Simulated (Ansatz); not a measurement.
The same molecule with X = C, Si, Ge, Sn. Ansatz, PBE0-D4/def2-TZVP geometries, multiplicity 1.

Elements past krypton have def2 core potentials. Scalar relativity is left out up to krypton.

```csv
X,molecule,mean X–F bond length / Å,size of the dipole moment (ωB97M-V/def2-TZVPP) / D,zero-point energy (PBE0-D4/def2-TZVP) / kJ/mol,HOMO–LUMO gap (PBE/def2-TZVPP) / eV
C,`F[C]F`,1.296,0.65,18.5,3.63
Ge,`[F][Ge][F]`,1.745,2.54,9.7,4.29
Sn,`[F][Sn][F]`,1.932,3.74,8.3,4.02
```

**Question.** Give the row for X = Si, `F[Si]F`. (Estimate.)

**Answer.** The calculation gave: 
| X | molecule | mean X–F bond length / Å | size of the dipole moment (ωB97M-V/def2-TZVPP) / D | zero-point energy (PBE0-D4/def2-TZVP) / kJ/mol | HOMO–LUMO gap (PBE/def2-TZVPP) / eV |
| --- | --- | --- | --- | --- | --- |
| Si | `F[Si]F` | 1.602 | 1.20 | 12.4 | 4.13 |

From C to Sn the mean X–F bond length rises at each step, by 0.636 Å in all; the zero-point energy (PBE0-D4/def2-TZVP) falls at each step, by 10.2 kJ/mol in all; the HOMO–LUMO gap (PBE/def2-TZVPP) isn't monotonic: highest at Ge, lowest at C. Bonds lengthen as the atom grows down the group. Dipoles are sizes alone, and their direction can turn along the series.
